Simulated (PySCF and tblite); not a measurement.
2 E/Z isomers of C₆H₁₀O, numbered alike:

```tsv
isomer	SMILES	descriptors
A	[CH2:1]=[CH:2]/[C:3]([CH3:4])=[CH:5]\[CH2:6][OH:7]	3=5 Z
B	[CH2:1]=[CH:2]/[C:3]([CH3:4])=[CH:5]/[CH2:6][OH:7]	3=5 E
```

Computed spectrum of one of them (conformer average at 298.15 K; GFN2-xTB geometries, energies OLYP/pcSseg-1 (IEF-PCM, benzene) (D3(BJ) added where defined), GIAO shieldings OLYP/pcSseg-1 (IEF-PCM, benzene); references on GFN2-xTB geometries), in ppm: ¹H (against TMS): 6.52 (1H), 5.79 (1H), 5.25 (1H), 5.16 (1H), 5.12 (2H), 1.73 (3H). ¹³C (against TMS): 142.1 (1C), 140.8 (1C), 135.1 (1C), 109.8 (1C), 69.2 (1C), 14.7 (1C). Of the H, only those on carbon are given.

(1) Which isomer is it?

H on N, O and S are left out: they exchange, and hydrogen bonds move them by several ppm. Shifts are unscaled: against experiment ¹³C can be off by 15 ppm or more and ¹H by 0.8 ppm. The minima are those of GFN2-xTB; planar forms about aryl–S or allylic bonds may be saddles in DFT.

Answers

(1) B. After a straight-line scaling (slope 0.85 to 1.15) of computed carbon shifts, the largest errors are A 7.8 ppm (at 109.8), B 3.8 ppm (at 69.2). Assigned: ¹H (against TMS): 6.52 (H2, 1H), 5.79 (H5, 1H), 5.25 (H1a, 1H), 5.16 (H1b, 1H), 5.12 (H6, 2H), 1.73 (H4, 3H). ¹³C (against TMS): 142.1 (C2), 140.8 (C5), 135.1 (C3), 109.8 (C1), 69.2 (C6), 14.7 (C4). For comparison, at another level (GFN2-xTB geometries, energies PBE0/pcSseg-1 (D3(BJ) added where defined), GIAO shieldings PBE0/pcSseg-1) the isomers give: A: ¹H (against TMS): 6.64 (H2, 1H), 5.78 (H5, 1H), 5.42 (H1a, 1H), 5.38 (H1b, 1H), 4.90 (H6, 2H), 1.89 (H4, 3H). ¹³C (against TMS): 143.6 (C5), 140.5 (C2), 138.1 (C3), 120.3 (C1), 65.6 (C6), 21.9 (C4). B: ¹H (against TMS): 6.59 (H2, 1H), 5.77 (H5, 1H), 5.32 (H1a, 1H), 5.27 (H1b, 1H), 4.92 (H6, 2H), 1.70 (H4, 3H). ¹³C (against TMS): 148.6 (C2), 145.5 (C5), 140.2 (C3), 116.7 (C1), 66.6 (C6), 14.4 (C4). H not on carbon is left out.
